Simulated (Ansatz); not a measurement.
```xyz
11

C     0.825   -0.720    1.078
C    -0.429   -0.613    0.587
C    -1.095    0.629    0.186
In    0.305    0.609   -1.520
H     1.397    0.156    1.371
H     1.271   -1.688    1.261
H    -0.944   -1.538    0.332
H    -0.866    1.497    0.802
H    -2.155    0.534   -0.021
H     0.048   -0.526   -2.780
H     1.643    1.659   -1.296
```

Total charge 0; spin multiplicity 1. In: def2 effective core potential.

(1) List the B3LYP/def2-TZVPP orbital energies in eV (Ansatz). (Best estimate.)

Results:

(1) The calculation gave: Occupied: -277.59, -276.85, -276.68, -126.84, -83.51, -83.25, -83.23, -22.12, -20.65, -20.44, -20.42, -20.38, -20.37, -18.41, -15.31, -13.18, -11.99, -11.52, -10.51, -10.01, -8.64, -7.96, -6.21. Lowest empty: -1.28, -0.35, 0.33, 0.69, 0.99, 1.54, 1.93, 2.57.

B3LYP here is the variant with VWN-RPA as its local correlation; programs differ in this.
